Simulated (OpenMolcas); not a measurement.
**V2+ in a ligand field**

V2+ with 6 ligands (water, fluoride on the axis) in tetragonal octahedral coordination (D2h) at 2.15 Å, the axial distance 2.101 Å. Ligand basis ANO-RCC-VDZP.
```
V     0.0000    0.0000    0.0000
O     2.1500    0.0000    0.0000
H     2.7270    0.7797    0.0000
H     2.7270   -0.7797    0.0000
O     0.0000    2.1500    0.0000
H     0.0000    2.7270    0.7797
H     0.0000    2.7270   -0.7797
O    -2.1500    0.0000    0.0000
H    -2.7270    0.7797    0.0000
H    -2.7270   -0.7797    0.0000
O     0.0000   -2.1500    0.0000
H     0.0000   -2.7270    0.7797
H     0.0000   -2.7270   -0.7797
F     0.0000    0.0000    2.1006
F     0.0000    0.0000   -2.1006
```

```yaml
Program: OpenMolcas 26.06
Method: CASSCF
Basis: ANO-RCC-VTZP [6s5p3d2f1g]
Scalar_Hamiltonian: DKH2, point nucleus
Active_space: 3 electrons in 5 orbitals (3d)
State_averaging: 2S+1 = 4 even, 10 roots; 2S+1 = 2 even, 40 roots
Spin-orbit_coupling: state interaction with AMFI integrals over the reference wave functions
```

The lowest spin-free states, above the lowest:

```csv
State,Degeneracy,E (cm-1),Free-ion L (%)
2S+1 = 4,1,0.0,F (100)
2S+1 = 4,1,8877,F (97)
2S+1 = 4,1,9819,F (96)
2S+1 = 4,1,9991,F (100)
2S+1 = 4,1,15437,F (74)
2S+1 = 2,1,15537,H (38)
2S+1 = 2,1,16092,G (62)
2S+1 = 4,1,16197,F (84)
2S+1 = 2,1,16285,H (39)
2S+1 = 2,1,16738,G (61)
2S+1 = 4,1,16931,F (100)
2S+1 = 2,1,17223,G (44)
2S+1 = 2,1,22532,D (39)
2S+1 = 2,1,23484,G (92)
2S+1 = 2,1,23554,D (43)
2S+1 = 2,1,23713,G (35)
2S+1 = 2,1,24423,H (51)
2S+1 = 2,1,25361,H (48)
2S+1 = 2,1,26968,G (49)
2S+1 = 4,1,27601,P (80)
```

The lowest levels with spin-orbit coupling:

| E (cm-1) | Degeneracy | 2S+1 | g |
| --- | --- | --- | --- |
| 0.0 | 2 | 4 | 0.25 0.26 5.85 |
| 0.3 | 2 | 4 | 1.94 3.66 4.17 |
| 8869 | 2 | 4 | 1.31 1.62 5.27 |
| 8881 | 2 | 4 | 1.52 2.29 5.40 |
| 9787 | 2 | 4 | 0.34 0.35 4.60 |
| 9821 | 2 | 4 | 1.41 3.43 4.26 |
| 10001 | 2 | 4 | 2.29 2.94 4.72 |
| 10020 | 2 | 4 | 0.84 0.98 6.87 |
| 15355 | 2 | 4 (69 %) | 1.51 2.18 4.29 |
| 15407 | 2 | 4 | 0.92 1.11 4.71 |
| 15608 | 2 | 2 (69 %) | 1.47 1.88 2.60 |
| 16076 | 2 | 2 (85 %) | 0.54 0.60 0.70 |
| 16153 | 2 | 4 (58 %) | 1.17 2.29 3.74 |
| 16213 | 2 | 4 | 0.87 1.02 6.93 |
| 16361 | 2 | 2 (72 %) | 2.13 2.48 3.49 |
| 16751 | 2 | 2 | 0.84 1.83 1.85 |
| 16942 | 2 | 4 | 1.84 2.60 5.32 |
| 16948 | 2 | 4 | 1.16 1.37 6.10 |
| 17263 | 2 | 2 | 1.83 1.83 2.98 |
| 22542 | 2 | 2 | 1.86 1.89 2.07 |

Powder χT (cm3 K/mol): 1.8 at 2 K, 1.8 at 10 K, 1.81 at 50 K, 1.82 at 100 K, 1.83 at 200 K, 1.85 at 300 K. The effective moment at 300 K is 2.828 √(χT) = 3.85 μB.

The lowest level has 2S+1 = 4, for which the spin-only value is χT = S(S+1) / 2 = 1.875 cm3 K/mol (g = 2). The computed 1.851 at 300 K differs by -0.024, through orbital momentum, spin-orbit coupling and any other state in reach.

Metal share of the active 3d orbitals (Löwdin): 92, 93, 96, 96, 97 %; Mulliken charge of the metal 1.77.

Without dynamic correlation the repulsion within the d shell is too large (B by tens of per cent), so at a given field states of lower spin stand too high. Ligand-to-metal charge-transfer states are missing. With no ligand orbital active B as a rule stays too high, so bands that hang on it stand too high and its fall with covalency is understated. With metal d orbitals alone and no dynamic correlation the field as a rule comes out too small, by tens of per cent, by up to half for chloride and softer ligands. No measured value stands beside these numbers; the geometry was imposed, not optimised, and the real ion may take another.

The RASSCF and RASSI steps took 40 s on 1 thread of Arm Neoverse V2, on a shared host; the integral step is not counted.
